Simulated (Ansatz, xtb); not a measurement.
**C3H8B2OSi: which of two isomers lies lower**

Structure a: `BOB(C)C#C[SiH3]`, a singlet. Structure b: `BOBC#CC[SiH3]`, a singlet. Both are isolated molecules in the gas phase, relaxed with r2SCAN-D4/def2-SVP; the shapes shown needn't be the lowest conformers.

a (Å):

```xyz
15

C    -0.4165   -2.7570    0.1006
C    -0.0336   -0.3506    1.2901
C     0.6950    0.3811    1.9590
B    -3.2907   -0.3894   -0.3662
B    -0.9047   -1.3089    0.4561
O    -2.1085   -0.8600    0.0383
Si    1.7727    1.4826    2.9498
H    -4.2563   -0.5568    0.3442
H    -3.3552    0.1805   -1.4321
H    -0.1905   -3.3188    1.0233
H     0.5361   -2.7091   -0.4547
H    -1.1464   -3.3258   -0.4935
H     0.9554    2.5482    3.5977
H     2.4724    0.6893    4.0011
H     2.7830    2.1115    2.0507
```

b (Å):

```xyz
15

C    -0.8090    0.2011    0.5562
C    -0.5695   -0.5332   -0.3980
C    -0.2635   -1.3362   -1.5558
B    -3.3068    2.5130    1.9802
B    -1.0521    1.0759    1.7736
O    -2.1833    1.8003    1.8839
Si    0.6577   -0.3056   -2.8736
H    -3.3224    3.6372    1.5313
H    -4.2695    2.0112    2.5159
H    -0.2458    1.1505    2.6725
H     0.3755   -2.1976   -1.2890
H    -1.1822   -1.7397   -2.0192
H    -0.2017    0.8339   -3.3013
H     0.9472   -1.1869   -4.0440
H     1.9341    0.2056   -2.2998
```

Estimate E(b) − E(a) at the level CCSD(T)/def2-SVP + ΔMP2/def2-TZVPP.

Calculated at CCSD(T)/def2-SVP + ΔMP2/def2-TZVPP: E(b) − E(a) = +0.670 eV, so structure a lies lower.

How the difference moves with the method:

| level | geometry | E(b) − E(a) (eV) | departure from the last row (eV) | job, with rough time for the two |
| --- | --- | --- | --- | --- |
| r2SCAN-D4/def2-SVP | r2SCAN-D4/def2-SVP | +0.599 | −0.071 | optimisation, 2.6 min |
| HF/def2-SVP | r2SCAN-D4/def2-SVP | +0.660 | −0.010 | part of the CCSD(T) run |
| MP2/def2-SVP | r2SCAN-D4/def2-SVP | +0.635 | −0.036 | part of the CCSD(T) run |
| CCSD(T)/def2-SVP | r2SCAN-D4/def2-SVP | +0.639 | −0.032 | single point |
| CCSD(T)/def2-SVP + ΔMP2/def2-TZVPP | r2SCAN-D4/def2-SVP | +0.670 |  | single point, 66 s |

As drawn, b has 1 C–C, 1 B–H in place of 1 C–B, 1 C–H.

The levels shown agree on the order. The largest departure from CCSD(T)/def2-SVP + ΔMP2/def2-TZVPP is that of r2SCAN-D4/def2-SVP, 0.071 eV. A small imaginary or near-zero mode remains, so no thermal terms are given. Levels run at GFN2-xTB geometries aren't shown. The last row adds to CCSD(T) the change of the MP2 difference between the two basis sets, here +0.032 eV.

The correlated steps freeze 11 core orbitals. Programs: Ansatz 0.2.0, xtb 6.7.1; the last row on 4 threads of Arm Neoverse V1 on a shared host.
